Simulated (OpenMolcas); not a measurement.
# Ir4+: ligand-field states by method

Ir4+ with its 6 nearest fluoride ions at 1.889 Å, on the Ge site of Cs2GeF6 (a = 9.021 Å, distance in the model lattice 1.804 Å). The rest of the host is ab initio model potentials to 7.6 Å and point charges beyond; the distance is set by hand and nothing relaxes. Ligand basis ANO-RCC-VDZP.

```json
{"Program": "OpenMolcas", "Basis": "ANO-RCC-VDZP [7s6p4d2f]", "Scalar Hamiltonian": "DKH2, point nucleus", "Active space": "5 electrons in 5 orbitals (5d)", "State averaging": "2S+1 = 6 even, 1 root; 2S+1 = 4 even, 24 roots; 2S+1 = 2 even, 75 roots", "Spin-orbit coupling": "RASSI with atomic mean-field integrals over the reference wave functions"}
```

I. CASSCF
II. SS-CASPT2, IPEA 0.25 Eh, imaginary shift 0.1 Eh (closed shells correlated: 5s 5p and the ligand valence shells)

Spin-free states (labels of O, the rotations of Oh) in cm-1, each column counted from its own energy of the first state listed:

```tsv
State	Degeneracy	I	II
2T2	3	0	0
2S+1 = 4	3	24180	27140
2S+1 = 4	3	30219	31830
2S+1 = 2	3	33772	33370
2A2	1	34129	32970
2S+1 = 2	3	36277	35910
2E	2	38050	36430
6A1	1	38321	47870
2S+1 = 2	3	43530	41410
2S+1 = 2	3	44442	41900
2A1	1	48431	43450
2E	2	55081	50610
2S+1 = 4	1	58381	61920
4E	2	59741	62550
2S+1 = 4	3	62001	64150
4E	2	64249	65230
2A1	1	68134	68320
```

From I to II, I's first state of the same spin (2S+1 = 2) moves from 33772 to 33370 cm-1, by about -400 cm-1. In II another state of that kind comes below it.

From I to II, I's first state of another spin (2S+1 = 4) moves from 24180 to 27140 cm-1, by about +3000 cm-1.

I: A least-squares ligand-field fit to the states below 45000 cm-1, each weighted by its degeneracy and with a free common offset, gives 10Dq = 37539 cm-1, B = 711 cm-1 and C = 2717 cm-1 (C/B = 3.82), with an rms deviation of 356 cm-1. The same method and metal basis give the free ion B = 906 cm-1 (fit to its terms below 60000 cm-1, rms deviation 22 cm-1), so the nephelauxetic ratio is β = 711 / 906 = 0.78; it hangs on how both fits weigh the states, and computed free-ion B values tend to be too large, so β mixes covalency with correlation.

χT at 300 K: I 0.41, II 0.40 cm3 K/mol.

The states above are spin-free; spin-orbit coupling is strong here and shifts and splits them by thousands of cm-1.

Roots that are degenerate in the reference are averaged as groups; the widest CASPT2 spread within a group is 710 cm-1 (the 3-fold group of multiplicity 2 near 74100 cm-1 above the lowest state of its run, II). Shifts and gaps below about the spread of the groups concerned are not significant. Over all roots computed the reference weight is 0.68 to 0.72 in II; a low but even weight reflects the number of correlated electrons. An orbital triplet at a regular site is open to Jahn-Teller coupling, which can distort the site and quench the lowest spin-orbit gaps and is left out. The least metal-like active orbital is 70 % on the metal (Löwdin) and no ligand orbital is active, so the numbers are rough. Ligand-to-metal charge-transfer states are missing. With no ligand orbital active B as a rule stays too high, so bands that hang on it stand too high and its fall with covalency is understated. Without dynamic correlation the repulsion within the d shell is too large (B by tens of per cent), so at a given field states of lower spin stand too high (holds for I). With metal d orbitals alone the field can be off either way by tens of per cent (holds for I). With one d shell and no ligand orbital active, 10Dq can be off by a tenth or more (holds for II). No measured value stands beside these numbers; the geometry was set by hand and not optimised.
